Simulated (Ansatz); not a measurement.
Consider the hydrogenolysis of the Si–F bond: `O[Si](F)([SiH3])Cl` + H₂ → `O[SiH]([SiH3])Cl` + H–F.

Isolated molecules relaxed with PBE0-D4/def2-TZVP in Ansatz; ΔE leaves out vibrations. CCSD(T)/CBS is the MP2 limit (def2-TZVPP, def2-QZVPP) plus CCSD(T) − MP2 in def2-TZVPP, frozen cores. This one scheme is used for every species. Functionals use def2-TZVPP. B3LYP here is the variant with VWN-RPA as its local correlation; programs differ in this. HSE06 is defined as in plane-wave codes. Each species was taken in one conformer, which may not be the lowest.

`O[Si](F)([SiH3])Cl`:

```xyz
9

O     1.671   -0.968    0.134
Si    0.474   -0.028    0.700
F     1.076    1.318    1.304
Si   -1.021    0.435   -1.025
Cl   -0.460   -0.953    2.278
H     2.271   -1.395    0.750
H    -1.620   -0.840   -1.492
H    -2.085    1.330   -0.504
H    -0.306    1.100   -2.145
```

H₂:

Cartesian coordinates in Å:
```
H 0.008 0.165 -0.335
H -0.008 -0.165 0.335
```

`O[SiH]([SiH3])Cl`:

```xyz
9

O     0.493    1.640    0.893
Si   -0.209    0.781   -0.315
Si   -0.017   -1.480    0.234
Cl    0.771    1.113   -2.105
H     0.502    2.596    0.826
H    -1.602    1.240   -0.556
H    -0.720   -1.764    1.513
H     1.418   -1.840    0.362
H    -0.636   -2.286   -0.852
```

H–F:

Z-matrix (Å, degrees):
```
F
H 1 0.920
```

**Question.** Is it downhill or uphill in electronic energy at CCSD(T)/CBS, and by how much? (Best estimate.)

**Answer.** Ansatz gave: Uphill: ΔE = +133.4 kJ/mol.

**Question.** What do these levels give: r2SCAN-D4, CAM-B3LYP-D4, PBE-QIDH, PBE, r2SCAN, B3LYP, r2SCANh, HSE06, CCSD/def2-SVP, MP2/def2-TZVPP, HF/def2-QZVPP, MP2/def2-QZVPP? (An estimate is asked.)

**Answer.** The calculation gave: r2SCAN-D4 143.4, CAM-B3LYP-D4 140.7, PBE-QIDH 130.7, PBE 127.8, r2SCAN 142.9, B3LYP 134.6, r2SCANh 140.9, HSE06 125.9, CCSD/def2-SVP 120.5, MP2/def2-TZVPP 136.1, HF/def2-QZVPP 134.8, MP2/def2-QZVPP 137.3 kJ/mol.

Largest T1 diagnostic among the species: 0.012.

At CCSD(T), def2-SVP lies −11.3 kJ/mol from the extrapolated value and def2-TZVPP −1.0 kJ/mol. From r2SCAN to r2SCAN0 (25 % exact exchange), in def2-TZVPP and without D4, ΔE moves by −4.8 kJ/mol. Leaving LDA and LC-ωPBE aside and taking each functional with its dispersion term where it has one, the values, not all of them listed here, spread over 15.7 kJ/mol, from HSE06-D4 to r2SCAN-D4. LDA lies +4.7 kJ/mol from PBE without D4.
